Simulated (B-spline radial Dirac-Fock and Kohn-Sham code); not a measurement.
Er 4f7/2: cross section and angular parameters

System: neutral erbium in the configuration [Xe] 4f12 6s2; threshold 8.96 eV (orbital energy of the model). Model: Dirac-Hartree-Slater photoionisation with a Latter tail; cross sections with all multipoles, angular parameters from the dipole term and its interference with E2. Program: a radial B-spline solver.

For linearly polarised light dσ/dΩ = σ/(4π) [1 + β P₂(cos θ) + (δ + γ cos²θ) sin θ cos φ], with θ from the polarisation vector and φ the angle between the beam and the projection of the electron momentum on the plane normal to the polarisation.

```csv
hν (eV),σ (kb),β,γ,δ
54.1,3140,0.591,0.007,0.009
64.1,3580,0.488,0.006,0.011
71,3820,0.441,0.006,0.012
77.5,3990,0.409,0.006,0.012
80,4050,0.399,0.006,0.013
81.2,4070,0.394,0.006,0.013
89.2,4170,0.371,0.006,0.014
99.1,4220,0.354,0.006,0.015
100,4220,0.353,0.006,0.015
108,4210,0.348,0.006,0.016
150,3860,0.373,0.008,0.019
254,2440,0.541,0.014,0.026
306,1870,0.623,0.019,0.029
459,857,0.807,0.041,0.039
525,628,0.863,0.054,0.043
738,258,0.980,0.112,0.056
936,129,1.033,0.180,0.069
1000,105,1.043,0.203,0.072
1020,98.9,1.046,0.210,0.074
1486.9,29.0,1.059,0.380,0.100
1910,12.1,1.033,0.518,0.123
2984.4,2.33,0.935,0.788,0.181
5414.7,?,?,?,?
5850,0.157,0.736,1.194,0.328
6000,0.141,0.728,1.209,0.335
6110,0.131,0.723,1.219,0.341
8460,0.0323,0.627,1.394,0.450
10800,0.0110,0.558,1.506,0.550
12100,0.00656,0.526,1.552,0.602
13100,0.00457,0.505,1.582,0.641
```

Problem. Give the values at Cr Kα (5414.7 eV).

Solution. σ = 0.217 kb, β = 0.759, γ = 1.149, δ = 0.306.

Values without a named source are computed, but for edge energies of neutral atoms, which are taken from tables.
